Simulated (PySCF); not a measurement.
## Peak assignment

Mapped SMILES: `[CH2:1]=[C:2]([O:3][SiH3:4])[O:5][C@H:6]([F:7])[SiH2:8][F:9]`. Each H is labelled by its parent atom. Ha(C1) is cis to O3; Ha(Si8) is pro-R; Hb(Si8) is pro-S; Hb(C1) is trans to O3.

[PySCF: GFN2-xTB structure; σ from GIAO-PBE0/pcSseg-1; single conformer; non-relativistic; one averaged value for each set of equivalent atoms; gas phase]

References, each an isolated molecule treated in the same way: ¹³C (σref 186.93), ¹H (σref 31.72) vs TMS.

Task: Assign these signals to the numbered atoms. ¹³C{¹H} NMR (computed): δ 169.0 (C), 111.5 (CH), 68.2 (CH2).

Result: 
169.0 → C2, alkene carbon bearing oxygen: an sp2 carbon further deshielded by the attached heteroatom
111.5 → C6, sp3 CH bonded to F and O and Si: 2 electronegative neighbours deshield it
68.2 → C1, β carbon of an enol-ether or enamine type C=C: the O or N lone pair pushes π density onto this β carbon and shields it

Task: Assign these signals to the numbered atoms. ¹H NMR (400 MHz, computed): δ 6.12 (m, 1H), 5.18 (m, 1H), 5.11 (m, 1H), 4.89 (s, 3H), 3.92 (m, 1H), 3.81 (m, 1H).

Result: 
| δ (ppm) | atoms | environment | reason |
| --- | --- | --- | --- |
| 6.12 | H(C6) | hydrogen on an sp3 CH bonded to F and O and Si | its carbon carries F and O, hence the downfield position |
| 5.18 | Ha(Si8) | hydrogen on a silicon bonded to C, F | – |
| 5.11 | Hb(Si8) | hydrogen on a silicon bonded to C, F | – |
| 4.89 | H(Si4) | hydrogen on a silicon bonded to O | – |
| 3.92 | Ha(C1) | hydrogen on a β carbon of an enol-ether or enamine type C=C | lone-pair donation from O or N shields it, upfield of ordinary alkene protons |
| 3.81 | Hb(C1) | hydrogen on a β carbon of an enol-ether or enamine type C=C | – |

Ha(Si8) and Hb(Si8); Ha(C1) and Hb(C1) lie closer than the usual error of such a calculation, so a measured spectrum could show them in the other order.

Splittings by ¹⁹F in the carbon and heteronuclear signals aren't shown, as no couplings were computed. Shifts are as computed. Against solution values, carbons near 30 ppm lie about +3 ppm off and those near 130 ppm about +5 ppm. Of 1309 compounds with measured shifts, 239 miss one by over three times the rms of a fit or turn the order of signals round; such compounds aren't used in these exercises. No couplings were computed; multiplicities are counted from neighbouring protons, with m where these are inequivalent, close in shift, in a saturated or five-membered ring or joined by F or P, and br s for small geminal =CH2 splittings.
